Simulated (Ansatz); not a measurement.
```xyz
2

K    -0.0006    0.0057   -1.2617
Cl   -0.0090   -0.0043    1.4017
```

Basis set: STO-3G (spherical functions). Left uncorrelated: 10 orbitals. Charge 0, multiplicity 1.

Computed with Ansatz (development build ahead of 0.2.0); each method stands on the lowest determinant of its kind that the runs found. Restricted open shells among the atoms or ions are ROHF, correlated in semicanonical orbitals with singles.

Q: Give the atomization energy at this shape (free ground-state atoms in the same class of orbitals less the molecule, no zero-point energy) of singlet KCl by RHF-MP2, RHF.

A:

```json
{"method": "RHF-MP2", "atomization energy": "3.36 eV"}
{"method": "RHF", "atomization energy": "3.24 eV"}
```

This basis has no polarisation functions and is too small for such energies, which can lie far from measured ones in either direction.
